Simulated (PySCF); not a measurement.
Electron correlation in C(2+) (carbon, charge +2)

[He] 2s2, closed-shell 1S. Calculation: PySCF 2.14, in x2c-TZVPall; scalar relativity by spin-free X2C-1e. Frozen: 1s2; 2 electrons correlated.

Total MP2 correlation energy: -42.50 mhartree.

Same-spin part 0.00 and opposite-spin part -42.50 mhartree; SCS-MP2 scales them by 1/3 and 6/5 to -51.00 mhartree.

With two correlated electrons CCSD is exact within the correlated space (frozen core and kept virtual orbitals).

```json
{"level": "CCSD", "correlation energy (mhartree)": "-72.62"}
```

Diagnostics: T1 = 0.0085, D1 = 0.0120, largest double amplitude 0.156.

A double-excitation amplitude exceeds 0.15, a sign of near-degeneracy.

Cost of the coupled-cluster step: 0.08 s of wall time on 1 thread of Neoverse-V1 (shared host), for 2 correlated electrons.

Iterations:

```
CC2 = 0
CCSD nocc = 1, nmo = 30
frozen orbitals [0]
max_cycle = 100
direct = 0
conv_tol = 1e-08
conv_tol_normt = 1e-06
diis_space = 8
diis_start_cycle = 0
Init t2, MP2 energy = -36.4650647351285  E_corr(MP2) -0.0424986410457289
Init E_corr(CCSD) = -0.0424986410457855
cycle = 1  E_corr(CCSD) = -0.0573637629136957  dE = -0.0148651219  norm(t1,t2) = 0.0651561
cycle = 2  E_corr(CCSD) = -0.0646806423233189  dE = -0.00731687941  norm(t1,t2) = 0.0344319
cycle = 3  E_corr(CCSD) = -0.0727499363098009  dE = -0.00806929399  norm(t1,t2) = 0.0182394
cycle = 4  E_corr(CCSD) = -0.0725831077318966  dE = 0.000166828578  norm(t1,t2) = 0.00030181
cycle = 5  E_corr(CCSD) = -0.0726458239083969  dE = -6.27161765e-05  norm(t1,t2) = 0.00010193
cycle = 6  E_corr(CCSD) = -0.0726268643305574  dE = 1.89595778e-05  norm(t1,t2) = 4.67277e-05
cycle = 7  E_corr(CCSD) = -0.0726247322435993  dE = 2.13208696e-06  norm(t1,t2) = 4.46969e-06
cycle = 8  E_corr(CCSD) = -0.0726248759302571  dE = -1.43686658e-07  norm(t1,t2) = 3.14245e-07
cycle = 9  E_corr(CCSD) = -0.0726248697083372  dE = 6.22191995e-09  norm(t1,t2) = 2.61266e-08
CCSD converged
E(CCSD) = -36.49519096379113  E_corr = -0.07262486970833718
```
